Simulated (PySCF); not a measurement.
Several species in one continuum solvent.

All values: CAM-B3LYP/def2-SVPD (PySCF, non-relativistic), each on one gas-phase PBE0-D3(BJ)/def2-SVP geometry that isn't relaxed in the solvent. The solvent is an IEF-PCM continuum (Bondi radii, 1.10 Å for H, scaled by 1.2). Only the electrostatic response of the medium enters. Spin–orbit coupling is left out although an atom past zinc is present.

Question: Order them by E(solvent) − E(gas) in methanol (ε = 32.61), most negative first (kcal/mol).
A. `[BH3-:1][AsH2+:2][CH:3]([CH3:4])[CH3:5]` with B1–As2–C3–C4 55°
B. `[CH2:1]=[C:2]([Se:3][CH3:4])[CH:5]([CH3:6])[CH3:7]` with C1–C2–Se3–C4 4°, C1–C2–C5–C6 -100°
C. `[CH3:1][S:2](=[O:3])(=[O:4])[CH:5]1[CH2:6][CH2:7][CH2:8]1` with C1–S2–C5–C6 176°, S2–C5–C6–C7 -102°, C5–C6–C7–C8 -13°, C6–C7–C8–C5 13°, S2–C5–C8–C7 98°
D. `[BH3-:1][AsH2+:2][CH2:3][CH2:4][CH3:5]` with B1–As2–C3–C4 180°, As2–C3–C4–C5 180°

Answer: C (-11.3), D (-6.9), A (-6.6), B (-3.1).

```csv
SMILES,charge,ΔE (kcal/mol),polarisation term (kcal/mol),HOMO shift (eV),dipole gas (D),dipole solvent (D),atoms,"lowest singlet, gas (eV)","lowest singlet, solvent (eV)"
CS(=O)(=O)C1CCC1,0,-11.3,-14.0,-0.04,4.76,6.52,18,7.55,7.69
[BH3-][AsH2+]CCC,0,-6.9,-8.7,+0.05,5.01,6.46,17,7.28,7.68
[BH3-][AsH2+]C(C)C,0,-6.6,-8.5,+0.08,4.81,6.40,17,7.22,7.58
C=C([Se]C)C(C)C,0,-3.1,-3.5,-0.08,0.76,1.15,19,4.77,4.90
```

The polarisation term is half the interaction of the solute with the induced surface charges. Singlets are vertical TDDFT energies (frozen core, non-equilibrium response), the lowest in each medium.
